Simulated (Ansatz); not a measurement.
Ansatz (a program for electronic structure) input (B3LYP-D3(BJ)/def2-TZVP):

Ansatz 0.2 input:
```yaml
crystal:
  periodic: [false, false, false]
  atoms:
    - {symbol: C, position_ang: [2.04205177, -0.33396203, 0.55618850]}
    - {symbol: C, position_ang: [1.17312820, -0.22762496, -0.44905678]}
    - {symbol: C, position_ang: [0.12428123, 0.70980036, -0.59108509]}
    - {symbol: C, position_ang: [-1.19655319, 0.59408667, -0.26517638]}
    - {symbol: C, position_ang: [-1.75609379, -0.62622332, 0.40700973]}
    - {symbol: H, position_ang: [2.83212017, -1.09086277, 0.57177971]}
    - {symbol: H, position_ang: [2.03870921, 0.31574137, 1.45017553]}
    - {symbol: H, position_ang: [0.39750806, 1.61405311, -1.14553169]}
    - {symbol: H, position_ang: [-1.89220269, 1.36721785, -0.57785336]}
    - {symbol: H, position_ang: [-1.70605695, -0.59965150, 1.50588007]}
    - {symbol: H, position_ang: [-2.80944667, -0.79164950, 0.14537531]}
    - {symbol: H, position_ang: [-1.18151645, -1.51130906, 0.10289457]}
basis:
  gaussian:
    orbitals: def2-TZVP
hamiltonian:
  xc: b3lyp
  dispersion: d3bj
total_charge: -1
phonons: {temperatures: {t_min: 298.15, t_max: 298.15, t_step: 100}}
```

Output:

```
Functional definition: B3LYP
integrals: 0.10 GiB planned
1208 factors; their error is unknown
mean field: 0.99 GiB planned
mean field evaluation 1: about -5291.2755 eV, gradient 5.5e1 eV
mean field evaluation 2: about -5284.7468 eV, gradient 7.3e1 eV
mean field evaluation 4: about -5299.0246 eV, gradient 7.2e0 eV
mean field evaluation 8: about -5299.1519 eV, gradient 1.5e-1 eV
mean field evaluation 16: about -5299.1334 eV, gradient 7.6e-3 eV
mean field -5299.13337450 eV, -194.7395596314 hartree, gradient 1.2e-5 eV, S^2 0.000000; 0 other end points of the search recorded, 0 dependent functions left out
the calculation of the forces begins
reference -5299.13365874 eV, -194.7395700770 hartree; 19, 19 occupied and 178, 178 virtual orbitals, 1208 factors
these checks for a lower state are left out or cut short: stability, starts, cluster_reference, orbital_swaps, neighbouring_geometries, increment
integrals: 0.10 GiB planned
1208 factors; their error is unknown
mean field: 0.99 GiB planned
mean field -5299.13330886 eV, -194.7395572189 hartree, gradient 2.5e-6 eV, S^2 0.000000; 0 other end points of the search recorded, 0 dependent functions left out
the calculation of the forces begins
reference -5299.13359321 eV, -194.7395676689 hartree; 19, 19 occupied and 178, 178 virtual orbitals, 1208 factors
these checks for a lower state are left out or cut short: stability, starts, cluster_reference, orbital_swaps, neighbouring_geometries, increment
integrals: 0.10 GiB planned
1208 factors; their error is unknown
mean field: 0.99 GiB planned
mean field evaluation 32: about -5299.1332 eV, gradient 3.6e-4 eV
mean field -5299.13315829 eV, -194.7395516856 hartree, gradient 2.5e-6 eV, S^2 0.000000; 0 other end points of the search recorded, 0 dependent functions left out
the calculation of the forces begins
reference -5299.13344240 eV, -194.7395621267 hartree; 19, 19 occupied and 178, 178 virtual orbitals, 1208 factors
these checks for a lower state are left out or cut short: stability, starts, cluster_reference, orbital_swaps, neighbouring_geometries, increment
integrals: 0.10 GiB planned
1208 factors; their error is unknown
mean field: 0.99 GiB planned
mean field -5299.13325596 eV, -194.7395552749 hartree, gradient 2.5e-6 eV, S^2 0.000000; 0 other end points of the search recorded, 0 dependent functions left out
the calculation of the forces begins
reference -5299.13354008 eV, -194.7395657163 hartree; 19, 19 occupied and 178, 178 virtual orbitals, 1208 factors
these checks for a lower state are left out or cut short: stability, starts, cluster_reference, orbital_swaps, neighbouring_geometries, increment
integrals: 0.10 GiB planned
1208 factors; their error is unknown
mean field: 0.99 GiB planned
mean field -5299.13328158 eV, -194.7395562165 hartree, gradient 2.5e-6 eV, S^2 0.000000; 0 other end points of the search recorded, 0 dependent functions left out
the calculation of the forces begins
reference -5299.13356593 eV, -194.7395666662 hartree; 19, 19 occupied and 178, 178 virtual orbitals, 1208 factors
these checks for a lower state are left out or cut short: stability, starts, cluster_reference, orbital_swaps, neighbouring_geometries, increment
integrals: 0.10 GiB planned
1208 factors; their error is unknown
mean field: 0.99 GiB planned
mean field -5299.13323560 eV, -194.7395545267 hartree, gradient 2.5e-6 eV, S^2 0.000000; 0 other end points of the search recorded, 0 dependent functions left out
the calculation of the forces begins
reference -5299.13351984 eV, -194.7395649726 hartree; 19, 19 occupied and 178, 178 virtual orbitals, 1208 factors
these checks for a lower state are left out or cut short: stability, starts, cluster_reference, orbital_swaps, neighbouring_geometries, increment
integrals: 0.10 GiB planned
[...]
mean field: 0.99 GiB planned
mean field -5299.13330663 eV, -194.7395571371 hartree, gradient 2.5e-6 eV, S^2 0.000000; 0 other end points of the search recorded, 0 dependent functions left out
the calculation of the forces begins
reference -5299.13359086 eV, -194.7395675823 hartree; 19, 19 occupied and 178, 178 virtual orbitals, 1208 factors
these checks for a lower state are left out or cut short: stability, starts, cluster_reference, orbital_swaps, neighbouring_geometries, increment
integrals: 0.10 GiB planned
1208 factors; their error is unknown
mean field: 0.99 GiB planned
mean field -5299.13325736 eV, -194.7395553266 hartree, gradient 2.5e-6 eV, S^2 0.000000; 0 other end points of the search recorded, 0 dependent functions left out
the calculation of the forces begins
reference -5299.13354161 eV, -194.7395657724 hartree; 19, 19 occupied and 178, 178 virtual orbitals, 1208 factors
these checks for a lower state are left out or cut short: stability, starts, cluster_reference, orbital_swaps, neighbouring_geometries, increment
integrals: 0.10 GiB planned
1208 factors; their error is unknown
mean field: 0.99 GiB planned
mean field evaluation 448: about -5299.1333 eV, gradient 2.5e-6 eV
mean field -5299.13326223 eV, -194.7395555054 hartree, gradient 2.5e-6 eV, S^2 0.000000; 0 other end points of the search recorded, 0 dependent functions left out
the calculation of the forces begins
reference -5299.13354647 eV, -194.7395659512 hartree; 19, 19 occupied and 178, 178 virtual orbitals, 1208 factors
these checks for a lower state are left out or cut short: stability, starts, cluster_reference, orbital_swaps, neighbouring_geometries, increment
integrals: 0.10 GiB planned
1208 factors; their error is unknown
mean field: 0.99 GiB planned
mean field -5299.13330787 eV, -194.7395571825 hartree, gradient 2.5e-6 eV, S^2 0.000000; 0 other end points of the search recorded, 0 dependent functions left out
the calculation of the forces begins
reference -5299.13359210 eV, -194.7395676277 hartree; 19, 19 occupied and 178, 178 virtual orbitals, 1208 factors
these checks for a lower state are left out or cut short: stability, starts, cluster_reference, orbital_swaps, neighbouring_geometries, increment
integrals: 0.10 GiB planned
1208 factors; their error is unknown
mean field: 0.99 GiB planned
mean field -5299.13334637 eV, -194.7395585975 hartree, gradient 2.5e-6 eV, S^2 0.000000; 0 other end points of the search recorded, 0 dependent functions left out
the calculation of the forces begins
reference -5299.13363058 eV, -194.7395690421 hartree; 19, 19 occupied and 178, 178 virtual orbitals, 1208 factors
these checks for a lower state are left out or cut short: stability, starts, cluster_reference, orbital_swaps, neighbouring_geometries, increment
integrals: 0.10 GiB planned
1208 factors; their error is unknown
mean field: 0.99 GiB planned
mean field -5299.13337107 eV, -194.7395595052 hartree, gradient 2.5e-6 eV, S^2 0.000000; 0 other end points of the search recorded, 0 dependent functions left out
the calculation of the forces begins
reference -5299.13365533 eV, -194.7395699516 hartree; 19, 19 occupied and 178, 178 virtual orbitals, 1208 factors
these checks for a lower state are left out or cut short: stability, starts, cluster_reference, orbital_swaps, neighbouring_geometries, increment
integrals: 0.10 GiB planned
1208 factors; their error is unknown
mean field: 0.99 GiB planned
mean field -5299.13336010 eV, -194.7395591020 hartree, gradient 2.5e-6 eV, S^2 0.000000; 0 other end points of the search recorded, 0 dependent functions left out
the calculation of the forces begins
reference -5299.13364434 eV, -194.7395695478 hartree; 19, 19 occupied and 178, 178 virtual orbitals, 1208 factors
these checks for a lower state are left out or cut short: stability, starts, cluster_reference, orbital_swaps, neighbouring_geometries, increment
integrals: 0.10 GiB planned
1208 factors; their error is unknown
mean field: 0.99 GiB planned
mean field evaluation 480: about -5299.1334 eV, gradient 3.7e-4 eV
mean field -5299.13334967 eV, -194.7395587186 hartree, gradient 2.5e-6 eV, S^2 0.000000; 0 other end points of the search recorded, 0 dependent functions left out
the calculation of the forces begins
reference -5299.13363389 eV, -194.7395691639 hartree; 19, 19 occupied and 178, 178 virtual orbitals, 1208 factors
these checks for a lower state are left out or cut short: stability, starts, cluster_reference, orbital_swaps, neighbouring_geometries, increment
integrals: 0.10 GiB planned
1208 factors; their error is unknown
mean field: 0.99 GiB planned
mean field -5299.13331110 eV, -194.7395573012 hartree, gradient 2.5e-6 eV, S^2 0.000000; 0 other end points of the search recorded, 0 dependent functions left out
the calculation of the forces begins
reference -5299.13359533 eV, -194.7395677466 hartree; 19, 19 occupied and 178, 178 virtual orbitals, 1208 factors
these checks for a lower state are left out or cut short: stability, starts, cluster_reference, orbital_swaps, neighbouring_geometries, increment
integrals: 0.10 GiB planned
1208 factors; their error is unknown
mean field: 0.99 GiB planned
mean field -5299.13336529 eV, -194.7395592928 hartree, gradient 2.5e-6 eV, S^2 0.000000; 0 other end points of the search recorded, 0 dependent functions left out
the calculation of the forces begins
reference -5299.13364953 eV, -194.7395697385 hartree; 19, 19 occupied and 178, 178 virtual orbitals, 1208 factors
these checks for a lower state are left out or cut short: stability, starts, cluster_reference, orbital_swaps, neighbouring_geometries, increment
integrals: 0.10 GiB planned
1208 factors; their error is unknown
mean field: 0.99 GiB planned
mean field -5299.13327930 eV, -194.7395561329 hartree, gradient 2.5e-6 eV, S^2 0.000000; 0 other end points of the search recorded, 0 dependent functions left out
the calculation of the forces begins
reference -5299.13356354 eV, -194.7395665783 hartree; 19, 19 occupied and 178, 178 virtual orbitals, 1208 factors
these checks for a lower state are left out or cut short: stability, starts, cluster_reference, orbital_swaps, neighbouring_geometries, increment
integrals: 0.10 GiB planned
1208 factors; their error is unknown
mean field: 0.99 GiB planned
mean field -5299.13333419 eV, -194.7395581500 hartree, gradient 2.5e-6 eV, S^2 0.000000; 0 other end points of the search recorded, 0 dependent functions left out
the calculation of the forces begins
reference -5299.13361843 eV, -194.7395685956 hartree; 19, 19 occupied and 178, 178 virtual orbitals, 1208 factors
these checks for a lower state are left out or cut short: stability, starts, cluster_reference, orbital_swaps, neighbouring_geometries, increment
integrals: 0.10 GiB planned
1208 factors; their error is unknown
mean field: 0.99 GiB planned
mean field evaluation 512: about -5299.1507 eV, gradient 5.4e-1 eV
mean field -5299.13335786 eV, -194.7395590199 hartree, gradient 2.5e-6 eV, S^2 0.000000; 0 other end points of the search recorded, 0 dependent functions left out
the calculation of the forces begins
reference -5299.13364210 eV, -194.7395694652 hartree; 19, 19 occupied and 178, 178 virtual orbitals, 1208 factors
these checks for a lower state are left out or cut short: stability, starts, cluster_reference, orbital_swaps, neighbouring_geometries, increment
integrals: 0.10 GiB planned
1208 factors; their error is unknown
mean field: 0.99 GiB planned
mean field -5299.13334822 eV, -194.7395586653 hartree, gradient 2.5e-6 eV, S^2 0.000000; 0 other end points of the search recorded, 0 dependent functions left out
the calculation of the forces begins
reference -5299.13363246 eV, -194.7395691111 hartree; 19, 19 occupied and 178, 178 virtual orbitals, 1208 factors
Total energy: -5299.52681620 eV, -194.7540183470 hartree
Atom 0 at     2.042052    -0.333962     0.556188 Å, force    -0.000106    -0.000229    -0.000197 eV/Å
Atom 1 at     1.173128    -0.227625    -0.449057 Å, force    -0.000214     0.000343    -0.000230 eV/Å
Atom 2 at     0.124281     0.709800    -0.591085 Å, force     0.000008    -0.000237     0.000066 eV/Å
Atom 3 at    -1.196553     0.594087    -0.265176 Å, force    -0.000044     0.000060     0.000102 eV/Å
Atom 4 at    -1.756094    -0.626223     0.407010 Å, force     0.000052     0.000205    -0.000138 eV/Å
Atom 5 at     2.832120    -1.090863     0.571780 Å, force     0.000147    -0.000160     0.000058 eV/Å
Atom 6 at     2.038709     0.315741     1.450176 Å, force    -0.000159     0.000266     0.000135 eV/Å
Atom 7 at     0.397508     1.614053    -1.145532 Å, force     0.000284     0.000046     0.000073 eV/Å
Atom 8 at    -1.892203     1.367218    -0.577853 Å, force     0.000006    -0.000012    -0.000072 eV/Å
Atom 9 at    -1.706057    -0.599652     1.505880 Å, force     0.000039     0.000030     0.000150 eV/Å
Atom 10 at    -2.809447    -0.791650     0.145375 Å, force    -0.000023    -0.000212     0.000056 eV/Å
Atom 11 at    -1.181516    -1.511309     0.102895 Å, force     0.000009    -0.000101    -0.000002 eV/Å
Dipole moment:    -0.582516     0.171053     0.218752 e Å
Vibrations: 99.51 111.04 225.32 246.69 415.54 558.66 625.09 777.42 854.91 891.72 916.83 979.44 1042.58 1085.45 1091.17 1221.35 1369.16 1398.40 1457.57 1469.96 1497.05 1561.05 1671.20 2865.68 2934.52 2963.47 3000.45 3007.37 3016.45 3115.72 cm⁻¹, zero-point energy 2.632851 eV
```

It need not be the lowest isomer of its formula. Whether it binds its extra electron was not tested at this geometry.
